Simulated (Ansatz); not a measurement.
Consider the formal exchange of groups at the Si–S bond: `S[SiH](Cl)CCl` + CH₄ → `C[SiH](Cl)CCl` + H₂S.

Isolated molecules relaxed with PBE0-D4/def2-TZVP in Ansatz; ΔE leaves out vibrations. CCSD(T)/CBS adds triple-zeta CCSD(T) − MP2 to the extrapolated MP2 energy (def2 sets, frozen cores). This one scheme is used for every species. Functionals use def2-TZVPP. One conformer a species, not always the lowest.

```
             level  ΔE (eV)
            PBE-D4     0.64
               PBE     0.62
     HF/def2-QZVPP     0.54
SCS-MP2/def2-QZVPP     0.62
```

(1) What does CCSD(T)/CBS give? (An estimate is asked.)

Largest T1 diagnostic among the species: 0.010.

## Answers

(1) Ansatz gave: +0.60 eV. The listed levels differ from it by 0.04, 0.02, -0.06, 0.02 eV.

The D4 term adds +0.04 eV with B3LYP and +0.02 eV with PBE0; it sums over pairs of atoms, weighted by their polarisabilities, and B3LYP, whose exchange is more repulsive, gets the larger term.

B3LYP here is the variant with VWN-RPA as its local correlation; programs differ in this.
